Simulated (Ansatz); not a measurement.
Consider the ligand exchange at the Si–C bond: `O[SiH](O)C[SiH](Cl)Cl` + H–F → `F[SiH](Cl)Cl` + `C[SiH](O)O`.

Calculated with Ansatz (gas phase, PBE0-D4/def2-TZVP geometries, no zero-point term in ΔE). CCSD(T)/CBS adds triple-zeta CCSD(T) − MP2 to the extrapolated MP2 energy (def2 sets, frozen cores). This one scheme is used for every species. DFT in def2-TZVPP. B3LYP here is the variant with VWN-RPA as its local correlation; programs differ in this. One conformer a species, not always the lowest.

| level | ΔE (kJ/mol) | difference from CCSD(T)/CBS |
| --- | --- | --- |
| r2SCAN-D4 | -121.3 | -7.9 |
| B3LYP-D4 | -117.7 | -4.3 |
| ωB97M-V | -116.8 | -3.4 |
| B2PLYP | -129.6 | -16.2 |
| B3LYP | -137.5 | -24.1 |
| HF/def2-TZVPP | -148.4 | -35.0 |
| CCSD(T)/def2-TZVPP | -115.1 | -1.7 |
| MP2/def2-QZVPP | -111.5 | 1.9 |
| MP2/CBS(def2) | -109.9 | 3.5 |
| CCSD/CBS(def2) | -118.4 | -5.0 |
| CCSD(T)/CBS | -113.4 | 0 |

Largest T1 diagnostic among the species: 0.011.

The D4 term adds +19.8 kJ/mol with B3LYP and +11.4 kJ/mol with PBE0; it sums over pairs of atoms, weighted by their polarisabilities, and B3LYP, whose exchange is more repulsive, gets the larger term. In def2-TZVPP, CCSD(T) changes the Hartree–Fock value by +33.3 kJ/mol (the triples alone add +5.0 kJ/mol) and MP2 by +36.9 kJ/mol.
